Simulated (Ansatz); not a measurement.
System: sum formula AlBr₂F (charge 0, singlet). 
Structure (B3LYP-D3(BJ)/def2-TZVP (Ansatz, a first-principles code) minimum search):
SMILES: [Br][Al]([Br])[F]
```xyz
4

F     -0.0749     2.2993    -0.0209
Al    -0.0215     0.6607    -0.0060
Br    -1.9383    -0.4820    -0.0033
Br     1.9656    -0.3547     0.0109
```

Basis-set convergence of Hartree-Fock and MP2 correlation energies (hartree) with Ansatz. Correlated levels leave the core frozen unless marked. No spin-orbit coupling. The frozen core is the preceding noble-gas configuration, with the filled d and f shells of earlier blocks. Non-relativistic.

```json
[
 {"basis": "def2-SVPD", "functions": "129", "E(HF)": "-5485.64142", "E(corr, MP2)": "-0.49859"},
 {"basis": "def2-TZVPPD", "functions": "202", "E(HF)": "-5486.47421", "E(corr, MP2)": "-0.63770"},
 {"basis": "def2-QZVPPD", "functions": "338", "E(HF)": "-5486.58398", "E(corr, MP2)": "-0.70186"}
]
```

Extrapolating the two largest sets (X = 3 and 4) as X^-3: E(corr) = (64·(-0.70186) - 27·(-0.63770))/37 = -0.7487 Eh, an estimate of the basis-set limit. The largest set recovers 93.7 % of it, the smallest 66.6 %.
